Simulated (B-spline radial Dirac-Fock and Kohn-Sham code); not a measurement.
## The O atom: differential elastic cross section for electrons at 1.18 keV

Model: relativistic (Dirac) partial waves in the static field of the Dirac-Fock atom with Furness-McCarthy exchange, without polarisation or absorption potentials. Program: a radial atomic solver.

```
θ (°)  dσ/dΩ (a₀²/sr)
    0            11.8
   10            4.33
   20           0.840
   30           0.238
   40          0.0967
   50          0.0487
   60          0.0281
   70          0.0179
   80          0.0123
   90         0.00906
  100         0.00702
  110         0.00567
  120         0.00476
  130         0.00413
  140         0.00370
  150         0.00339
  160         0.00320
  170         0.00309
  180         0.00305
```

The total elastic cross section is 1.70 a₀², the first transport cross section 0.166 a₀² and the second, weighted with (3/2) sin²θ, 0.337 a₀². The mean deflection is ⟨1 − cos θ⟩ = 0.0979, and 1.9 % of the collisions scatter beyond 90°.

Phase shifts modulo π (rad) for κ = −1 to −5: -1.211, 1.155, 0.772, 0.548, 0.400.

Values without a named source are computed, but for edge energies of neutral atoms, which are taken from tables.
